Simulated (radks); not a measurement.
Results of a calculation; reference values are marked as such.
All-electron atom: Rh+ in [Kr] 4d8. Level of theory: Dirac Kohn-Sham, PBEsol, spin-unpolarised, spherical densities, finite nucleus; open shells are shared between the two j in proportion to 2j + 1; Fermi nuclear charge, rms radius 4.4945 fm (a radial shooting solver on a logarithmic mesh with Libxc functionals). Some entries of the table are withheld. Estimate them.

| orbital | occ. | eigenvalue (eV) | <r^2> (bohr^2) |
|---|---|---|---|
| 1s1/2 | 2 | -23019.64 | 0.001439 |
| 2s1/2 | 2 | -3343.182 | 0.02370 |
| 2p1/2 | 2 | -3096.525 | 0.01778 |
| 2p3/2 | 4 | -2952.036 | 0.01912 |
| 3s1/2 | 2 | -603.4150 | 0.1749 |
| 3p1/2 | 2 | -506.8609 | (1) |
| 3p3/2 | 4 | -482.0011 | (2) |
| 3d3/2 | 4 | -310.8656 | (3) |
| 3d5/2 | 6 | -305.9611 | (4) |
| 4s1/2 | 2 | -90.0584 | 1.092 |
| 4p1/2 | 2 | -60.7535 | 1.293 |
| 4p3/2 | 4 | -56.8480 | 1.372 |
| 4d3/2 | 3.2 | -13.8304 | 2.871 |
| 4d5/2 | 4.8 | -13.4274 | 2.957 |

Answer. 
(1) 3p1/2 <r^2> (bohr^2): 0.1710
(2) 3p3/2 <r^2> (bohr^2): 0.1805
(3) 3d3/2 <r^2> (bohr^2): 0.1624
(4) 3d5/2 <r^2> (bohr^2): 0.1654
